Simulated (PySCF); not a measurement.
Computed structure and properties of BiH3(H2O)

System: BiH3(H2O) (singlet); start: template (Cs). Method: PySCF 2.14.0, RKS PBE0, Bi def2-SVP with ECP60, H def2-SVP, O def2-SVP; non-relativistic Hamiltonian with scalar-relativistic core potentials where named; density fitting; no spin-orbit coupling.

Input of the relaxation:

```python
mol = gto.M(atom='''
Bi     0.10180    -0.10180     0.10180
H      1.27960     1.07600     1.27960
H     -1.07600    -1.27960     1.27960
H      1.27960    -1.27960    -1.07600
O     -1.22610     1.22610    -1.22610
H     -1.56670     2.11120    -1.02230
H     -1.56670     1.02230    -2.11120''',
    basis={'Bi': 'def2-SVP', 'H': 'def2-SVP', 'O': 'def2-SVP'},
    ecp={'Bi': 'def2-SVP'},
    charge=0, spin=0)
mf = dft.RKS(mol, xc='PBE0')
mf.grids.atom_grid = (50, 194)
mf = mf.density_fit()  # fitting sets: Bi def2-universal-JKFIT, H def2-universal-JKFIT, O def2-universal-JKFIT
mf.conv_tol = 1e-08; mf.max_cycle = 55
mf.kernel(dm0)  # dm0: converged density of the start geometry
# quasi-Newton relaxation in Cartesian coordinates to a largest gradient under 0.00045 Eh/bohr, steps kept in the point group
```

Run from Python with OMP_NUM_THREADS=2; the lines above give its settings. Where DIIS fails, smearing, a level shift and second-order steps follow.
It took 2 min on 2 threads of Intel(R) Xeon(R) Platinum 8259CL CPU @ 2.50GHz (Skylake/Cascade Lake) (shared host), from the converged density of the start.

Course of the relaxation:

```csv
step,energy above end (eV),largest force component within the symmetry (eV/Å)
0,2.8097,2.057
1,1.8515,1.136
2,0.9557,0.732
3,0.4744,0.315
4,0.3024,0.485
5,0.2444,0.495
6,0.1936,0.358
7,0.1527,0.184
41,0.0015,0.140
42,0.0010,0.071
43,0.0005,0.111
44,0.0002,0.061
45,0.0000,0.070
46,0.0000,0.013
```
(The steps between are left out.)

Relaxed geometry (Cs):

```xyz
7

Bi   -0.3940   -0.5329    0.5329
H     0.7093    0.7962    1.0104
H     0.4690   -1.6578    1.6578
H     0.7093   -1.0104   -0.7962
O    -1.0392    1.6545   -1.6545
H    -1.6145    2.2982   -1.2268
H    -1.6145    1.2268   -2.2982
```

| contact | Å |
| --- | --- |
| Bi1–H2 (H) | 1.792 |
| Bi1–H3 (H) | 1.810 |
| Bi1–H4 (H) | 1.792 |
| Bi1–O5 (H2O) | 3.160 |

On the finer grid (75, 302):

- HOMO: -7.15 eV
- LUMO: 0.36 eV
- Dipole about the centre of mass: 3.53 D
- Set of Mulliken populations of Bi1 outside the core potential: s 3.87, p 8.87, d 10.08
- D3(BJ) dispersion energy (not in the energies): -0.082 eV

```tsv
atom	Mulliken (e)	Löwdin (e)	spin (e)
Bi1	0.18	0.21	0.00
H2	-0.07	-0.08	0.00
H3	-0.10	-0.11	0.00
H4	-0.07	-0.08	0.00
O5	-0.28	-0.11	0.00
H6	0.17	0.08	0.00
H7	0.17	0.08	0.00
```

On the grid (50, 194), as all that follows. Harmonic modes: a minimum within the noise of the softest modes; lowest 12 cm⁻¹ (negative: unstable), highest 3964 cm⁻¹, zero-point energy 1.124 eV.

Taking off one H (charge -1, singlet; the rest: singlet) in vacuum, both parts rigid, costs 11.15 eV; the small basis without counterpoise inflates it. Most of it is the attraction of opposite charges; other ways to part are cheaper, and one spin state was tried for the rest.

Rigid scan of H along the line from its metal:

```csv
distance to H2 (Å),energy (eV)
1.49,0.858
1.59,0.329
1.69,0.071
1.79,0.000
1.89,0.055
1.99,0.194
2.19,0.613
2.49,1.363
2.89,2.299
3.39,3.195
```

Taking off one H2O (charge 0, singlet; the rest: singlet) in vacuum, both parts rigid, costs 0.18 eV; the small basis without counterpoise inflates it.

Rigid scan of H2O along the line from its metal:

```csv
distance to O5 (Å),energy (eV)
2.86,0.044
2.96,0.017
3.06,0.004
3.16,0.000
3.26,0.003
3.36,0.010
3.56,0.031
3.86,0.068
4.26,0.114
4.76,0.151
```

One start shape was tried, so this needn't be the lowest isomer.
